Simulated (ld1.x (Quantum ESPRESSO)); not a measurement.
The numbers below are computed, except where a source is named.
## Potentials for C compared

Generated with ld1.x 7.5 (TM, RRKJ, ultrasoft, PAW), atompaw 4.2 or ONCVPSP 4.0.1. The cutoff is in Ry: for ld1.x and atompaw files where the sum of valence levels is converged to 10 mRy in a Bessel basis, for ONCV files where the hardest occupied wave has 1 mHa per electron of residual kinetic energy. The error is the largest all-electron minus pseudo excitation energy over each file’s own four to seven test configurations (ionisations up to +4, promotions, holes and added fractions of an electron), all of which were solved. The labels leave out finer settings (local radius, basis sizes, second energies), which also bear on the numbers. Spin-polarised tests are not counted. The rows are a selection from randomly drawn settings: files with unsolved tests, undetermined cutoffs or missed reference levels are left out.

| potential | cutoff (Ry) | largest error (meV) | bound ghosts |
| --- | --- | --- | --- |
| TM, PBE, scalar-relativistic, rc 1.10/1.65/1.75 (spd), local d, core correction yes, reference 2s2 2p2 | 40 | +411 | none |
| RRKJ, PBE, scalar-relativistic, rc 1.15/2.25/2.14 (spd), local smoothed, core correction no, reference 2s2 2p1 | 50 | +641 | none |
| ultrasoft, PW91, scalar-relativistic, rc 1.00/3.40/3.50 (spd), local smoothed, core correction yes, reference 2s1.5 2p2.5 | 30 | +670 | none |
| RRKJ, PBE, scalar-relativistic, rc 1.20/2.15 (sp), local smoothed, core correction no, reference 2s1.5 2p2.5 | 50 | +1098 | none |
| TM, LDA (PZ), scalar-relativistic, rc 1.00/1.90 (sp), local p, core correction no, reference 2s1.75 2p2.25 | 35 | +619 | none |
| RRKJ, PBE, non-relativistic, rc 1.10/1.75 (sp), local smoothed, core correction yes, reference 2s2 2p2 | 55 | +464 | none |

**Question.** Fill in the row for C: TM, LDA (PZ), scalar-relativistic, rc 1.05/2.00 (sp), local s, core correction yes, reference 2s1.5 2p2.5.

**Answer.** cutoff 35 Ry, largest error +320 meV, bound ghosts: none.
